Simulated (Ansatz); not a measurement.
## Ligand exchange: W(CH3)2O2 + Mo(OH)2O2 → W(CH3)(OH)O2 + Mo(CH3)(OH)O2

Gas-phase species: W(CH3)2O2, singlet; Mo(OH)2O2 (molybdic acid), singlet; W(CH3)(OH)O2, singlet; Mo(CH3)(OH)O2, singlet. The partners trade CH3 for OH: W–CH3 and Mo–OH bonds give way to W–OH and Mo–CH3.

Shapes, held fixed at every level: PBE0-D4/def2-TZVP. Flexible molecules stand in one conformer, not always the lowest. Programs: Ansatz 0.2.0. The zero-point and thermal change to 298 K, harmonic and unscaled (PBE0-D4/def2-TZVP), is +1.3 kJ/mol.

(1) Estimate ΔH(298 K) of this reaction.

## Answers

(1) The highest level, CCSD(T)/def2-TZVPP, gives ΔH(298 K) = -25.9 kJ/mol; the levels span -34.6 to -17.9. The column of differences is taken from that level and isn't an error. No measured value is set beside it here. For atoms past krypton def2 sets carry core potentials with scalar relativity. Outer-core shells of Mo, W are correlated, in sets that cover them unevenly.

| level | kind | ΔH(298 K) (kJ/mol) | less CCSD(T)/def2-TZVPP |
| --- | --- | --- | --- |
| HF/def2-SVP | Hartree–Fock | -34.6 | -8.7 |
| PBE-D4/def2-TZVPP | GGA | -17.9 | +8.0 |
| B2PLYP/def2-TZVPP | double hybrid | -22.0 | +3.9 |
| CCSD(T)/def2-SVP | coupled cluster or CI | -29.4 | -3.5 |
| CCSD/def2-SVP | coupled cluster or CI | -32.4 | -6.5 |
| CCSD/def2-TZVPP | coupled cluster or CI | -28.6 | -2.7 |
| CCSD(T)/def2-TZVPP | coupled cluster or CI | -25.9 | 0.0 |
